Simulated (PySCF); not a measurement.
**`CCCO[Si@H](N)O`, C₃H₁₁NO₂Si**

Geometry (Å), atoms numbered from 1 in this order:
```xyz
18

C     2.8756   -1.0539    0.4794
C     1.4187   -1.1897    0.0577
C     0.6221    0.0720    0.3732
O    -0.7225   -0.1206    0.0237
Si   -1.9166    0.9716   -0.0127
N    -3.3157    0.3206   -0.7766
O    -1.3770    2.2534   -0.8653
H     3.3460   -0.2197   -0.0363
H     3.4248   -1.9617    0.2423
H     2.9480   -0.8777    1.5503
H     1.3555   -1.3838   -1.0142
H     0.9545   -2.0304    0.5767
H     0.6871    0.2990    1.4448
H     1.0265    0.9274   -0.1793
H    -2.3214    1.3848    1.3284
H    -3.2610    0.1398   -1.7671
H    -3.7599   -0.4616   -0.3270
H    -1.9934    2.9368   -1.1096
```

The calculation used GIAO B3LYP/pcSseg-1 magnetisability, rotational g tensor and spin-rotation constants, non-relativistic, gas phase in PySCF 2.14.0. Geometry: GFN2-xTB.

**Question.** Give the nuclear spin-rotation constants along the inertial axes (H = +C I·J) beside the isotropic shieldings.

**Answer.** Rotational constants 5.3574, 0.8989, 0.8191 GHz. A star marks the isotopologue with that one atom substituted, in its own axes.
| atom | isotope | Caa (kHz) | Cbb (kHz) | Ccc (kHz) | mean (kHz) | σ (ppm) |
| --- | --- | --- | --- | --- | --- | --- |
| N6 | 14N | 0.251 | 0.033 | 0.032 | 0.105 | 233.8 |
| H8 | 1H | -0.586 | -0.001 | -0.077 | -0.221 | 31.0 |
| H9 | 1H | -0.173 | -0.067 | -0.074 | -0.105 | 30.6 |
| H10 | 1H | -0.561 | -0.104 | 0.013 | -0.217 | 31.0 |
| H11 | 1H | -0.562 | -0.101 | 0.027 | -0.212 | 30.0 |
| H12 | 1H | -0.577 | 0.013 | -0.075 | -0.213 | 30.1 |
| H13 | 1H | -0.511 | -0.095 | 0.043 | -0.188 | 28.0 |
| H14 | 1H | -0.526 | 0.024 | -0.059 | -0.187 | 27.8 |
| H15 | 1H | -0.428 | -0.079 | 0.035 | -0.157 | 27.2 |
| H16 | 1H | -0.691 | -0.105 | 0.009 | -0.262 | 31.2 |
| H17 | 1H | -0.703 | -0.001 | -0.085 | -0.263 | 31.4 |
| H18 | 1H | -0.077 | -0.085 | -0.108 | -0.090 | 30.4 |
| C1 | 13C* | 0.732 | 0.125 | 0.116 | 0.324 | 170.0 |
| C2 | 13C* | 0.876 | 0.151 | 0.148 | 0.392 | 149.7 |
| C3 | 13C* | 1.038 | 0.209 | 0.209 | 0.485 | 112.6 |
| O4 | 17O* | -0.626 | -0.103 | -0.088 | -0.272 | 260.0 |
| Si5 | 29Si* | -3.087 | -0.511 | -0.497 | -1.365 | 390.1 |
| O7 | 17O* | -0.449 | -0.077 | -0.067 | -0.198 | 294.1 |

For the geometry as given, no vibrational averaging.

**Question.** How do the rotational constants and the g tensor change when H8, H9, H10, H11, H12, H13, H14, H15, H16, H17, H18 are replaced by deuterium?

**Answer.** Constants 4.2189, 0.7650, 0.7019 GHz; g -0.0137, -0.0028, -0.0027, against -0.0175, -0.0033, -0.0031 before.
